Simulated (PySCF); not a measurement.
Molecule: C$_{5}$H$_{9}$ (charge 0, doublet). It need not be the lowest isomer of its formula. SMILES: [CH2]C/C=C\C
Coordinates optimised at B3LYP-D3(BJ)/def2-TZVP (Ansatz):
```
C
C 1 1.3311
H 1 1.0860 2 117.82
H 2 1.0865 1 117.22 3 0.77
C 2 1.4971 4 114.99 1 179.94
H 5 1.0889 2 112.94 4 -178.29
H 5 1.0938 6 107.84 2 -122.47
H 5 1.0940 6 107.93 7 -114.76
C 1 1.5033 3 114.66 2 -178.77
H 9 1.0967 1 109.23 3 -57.63
H 9 1.0990 10 105.00 1 118.12
C 9 1.4899 10 109.21 11 117.93
H 12 1.0813 9 120.34 10 155.08
H 12 1.0814 13 118.36 9 -173.28
```
Charge 0, spin multiplicity 2.

Dispersion corrections to the total energy (kcal/mol) from the dftd3 and dftd4 libraries through PySCF: D3(BJ) without and D4 with the three-body term, each with the damping fitted for the functional named.

| functional | D3(BJ) | D4 |
|---|---|---|
| TPSS | -7.80 | -7.80 |
| TPSSh | -7.13 | -7.11 |
| PW6B95 | -2.91 | -4.92 |
| BP86 | -9.39 | (withheld) |
| B2PLYP | -4.72 | (withheld) |
| HSE06 | -3.92 | -4.47 |
| HF | (withheld) | -21.71 |

**Question.** What belongs in the gaps?

**Answer.** 
- BP86, D4: -7.51
- B2PLYP, D4: -4.04
- HF, D3(BJ): -48.75
